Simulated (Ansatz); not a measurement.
Cl₂H₂Se₂Si (`Cl[Si](Cl)([SeH])[SeH]`) from Hartree–Fock to CCSD(T)

```json
{"atom": "Cl1", "x (Å)": "0.0222", "y (Å)": "-1.3342", "z (Å)": "-2.0314"}
{"atom": "Si2", "x (Å)": "-0.1178", "y (Å)": "0.0825", "z (Å)": "-0.5660"}
{"atom": "Cl3", "x (Å)": "-0.7389", "y (Å)": "1.8362", "z (Å)": "-1.4103"}
{"atom": "Se4", "x (Å)": "1.8746", "y (Å)": "0.6056", "z (Å)": "0.3555"}
{"atom": "Se5", "x (Å)": "-1.6170", "y (Å)": "-0.7860", "z (Å)": "0.8798"}
{"atom": "H6", "x (Å)": "2.0009", "y (Å)": "-0.7317", "z (Å)": "0.9526"}
{"atom": "H7", "x (Å)": "-1.4240", "y (Å)": "0.3276", "z (Å)": "1.8197"}
```

Charge 0, multiplicity 1. Correlated methods include outer-core shells of Se, which these sets cover unevenly. Scalar relativity is left out up to krypton. The structure was optimised at the PBE0-D4/def2-TZVP level. It is one conformer, not always the lowest. Frozen core, restricted reference, Ansatz 0.2.0.

```tsv
basis	HF (Eh)	MP2 corr.	CCSD corr.	(T)	CCSD(T) total
def2-SVP	-6007.96888	-0.82915	-0.86402	-0.02286	-6008.85576
def2-TZVPP	-6008.98968	-1.04125	-1.08417	-0.04626	-6010.12011
def2-QZVPP	-6009.11846	-1.69936	–	–	–
```
